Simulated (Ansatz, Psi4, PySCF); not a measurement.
MoO₄ (SMILES [O]=[Mo-2](=[O])(=[O])=[O]), charge -2, singlet, geometry from GFN2-xTB (such geometries of metal compounds can be far from the true shape) (core potentials on Mo) (in this run its highest filled SCF level lies above zero, so its values depend strongly on the basis, on diffuse functions most of all). Base run: B3LYP5/def2-SVP (PySCF).

PySCF was given this input:
```python
from pyscf import gto, scf, dft

mol = gto.M(
    atom='''
Mo    0.00000000   -0.00000000    0.00000000
O     1.39196717   -0.30250817   -0.96057373
O     0.47788879    0.29669542    1.62338530
O    -0.83104508    1.37333660   -0.61245111
O    -1.03881088   -1.36752385   -0.05036046
''',
    basis='def2-svp',
    ecp={'Mo': 'def2-svp'},
    charge=-2,
    verbose=4,
)

mf = dft.RKS(mol)
mf.xc = 'b3lyp5'
mf.kernel()
```

The same geometry, method and basis name were run in Ansatz (an electronic-structure program) and Psi4 and PySCF, at each program's defaults and at the settings that a row names. The base is PySCF at its defaults. Differences at the defaults can come from grids, fitting, cores and function types together.

```csv
code and settings,ΔE vs base (mEh),basis functions,E (Eh),SCF cycles
"PySCF, defaults (exact integrals, its default grid, spherical functions)",0.000,87,-368.79477,10
"Psi4, defaults (density fitting with its default set, its default grid, spherical functions)",0.080,87,-368.79469,12
"Ansatz, defaults (factorised integrals, its default grid, spherical functions)",0.003,87,-368.79477,-
"PySCF, density fitting with def2-universal-jkfit",-0.010,87,-368.79478,10
"PySCF, fine grid",-0.009,87,-368.79478,10
"Psi4, exact integrals, spherical functions, fine grid",-0.010,87,-368.79478,14
"Ansatz, high accuracy",-0.009,87,-368.79478,-
```
